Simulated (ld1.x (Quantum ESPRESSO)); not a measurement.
**cobalt (Co): one change to an RRKJ potential, before and after**

```
Element                 : Co (Z = 27)
Generator               : ld1.x (Quantum ESPRESSO) 7.5
Type                    : norm-conserving RRKJ (Kleinman–Bylander form)
Functional              : LDA (PZ)
Relativity              : scalar-relativistic
Frozen core             : [Ne]
Valence charge          : 17
Reference configuration : 3s2 3p6 3d7 4s0 4p0 (charge +2)
Partial waves           : 3p (bound): rc 1.05 bohr; 3d (bound): rc 0.80 bohr; 3s (bound): rc 1.15 bohr
Local potential         : the s channel
Core correction         : a·sin(br)/r model core inside 0.45 bohr
rho0                    : 0.02
```

Change: wave 3s (bound): rc 1.15 bohr becomes 3s (bound): rc 0.76 bohr.

Cutoffs: the cutoffs (Ry, on a coarse ladder) from which the occupation-weighted sum of valence levels, in a spherical-Bessel basis at the reference potential, stays within 10 and 1 mRy of its value at 400 Ry; they do not see the model core or the augmentation charge, which bear on the density cutoff. Errors are all-electron minus pseudo energies relative to the spin-unpolarised reference configuration.

Problem. What does the change do?

Solution. Of the 9 tests that both files solve, the error grows in 0 and shrinks in 8 by more than 15 % and 0.3 meV (median size 702.0 → 68.4 meV); neither file shows a bound ghost. Less of the atom is replaced, so other configurations are described better.

| quantity | base | changed |
| --- | --- | --- |
| cutoff, loose | 230 Ry | 260 Ry |
| cutoff, tight | 300 Ry | over 300 Ry |
| loose cutoff by channel (10 mRy a level) | p 60 Ry, d 200 Ry, s 70 Ry | p 60 Ry, d 200 Ry, s 200 Ry |
| bound ghosts | none | none |
| error for 3s2 3p6 3d7 4s2 4p0, meV [ΔE -26.38 eV] | +1088 | +106 |
| error for 3s2 3p6 3d7 4s1 4p0, meV [ΔE -17.08 eV] | +702 | +68 |
| error for 3s2 3p6 3d6 4s0 4p0, meV [ΔE 36.19 eV] | +23 | +0.1 |
| error for 3s2 3p6 3d8 4s1 4p0, meV [ΔE -27.62 eV] | +427 | +39 |
| error for 3s2 3p6 3d7.5 4s1.5 4p0, meV [ΔE -27.36 eV] | +714 | +68 |
| error for 3s1 3p6 3d7 4s2 4p0, meV [ΔE 83.61 eV] | +1877 | +169 |
| error for 3s2 3p6 3d8 4s0 4p0, meV [ΔE -19.68 eV] | +11 | -0.2 |
| error for 3s2 3p6 3d7 4s0 4p0 (spin-polarised), meV [ΔE -2.07 eV] | +90 | +82 |
| error for 3s2 3p6 3d7 4s2 4p0 (spin-polarised), meV [ΔE -28.36 eV] | +1160 | +185 |
